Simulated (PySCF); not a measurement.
CH4O4Si, SMILES O=C(O)[SiH](O)O. Atoms are numbered in the order given.

```xyz
10

O      1.2627    -1.3746    -0.3480
C      0.8868    -0.4933     0.3908
O      1.6131    -0.0528     1.4170
Si    -0.8166     0.3275     0.0710
O     -1.5132    -0.7181    -0.9986
O     -0.4406     1.8137    -0.5507
H      2.4450    -0.5592     1.4190
H     -1.6982     0.4482     1.2576
H     -0.8477    -1.2762    -1.4261
H     -1.1636     2.4162    -0.7479
```
Charge 0, spin multiplicity 1.

Coordinates come from a PBE0-D3(BJ)/def2-SVP optimisation. One conformer was computed; it need not be the lowest.

The numbers are results of PBE0/def2-TZVP (PySCF), not measurements.

Isolated molecule, no solvent.

Computed frontier levels, gap, dipole moment and polarisability:
The highest occupied level is -8.13 eV, the lowest empty level is -0.97 eV and the orbital gap is 7.16 eV. The dipole moment is 1.38 D, the quadrupole, principal values (traceless, Buckingham form, about the centre of nuclear charge) is -6.55, -4.21, 10.75 D·Å and the mean static polarisability is 48.2 bohr³ (7.14 Å³). The polarisability, principal values is 39.4, 50.3, 54.9 bohr³.
